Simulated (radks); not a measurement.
Values are calculated unless marked as measured or tabulated.
Task: Ionisation of Cl, [Ne] 3s2 3p5, to Cl+, [Ne] 3s2 3p4, under several functionals. Non-relativistic Kohn-Sham, spin-unpolarised, spherical densities, point nucleus; a radial shooting solver on a logarithmic mesh with Libxc functionals. Known Delta-SCF values: PBEsol 13.851 eV. What does TASK exchange with Perdew-Wang LDA correlation give, and what is its highest occupied eigenvalue?

Result: 14.604 eV by Delta-SCF; the 3p eigenvalue is -9.311 eV. NIST: 12.968 eV (measured).

Beside tabulated values, note that spin-unpolarised runs miss the spin-polarisation part of the exchange energy of open shells.
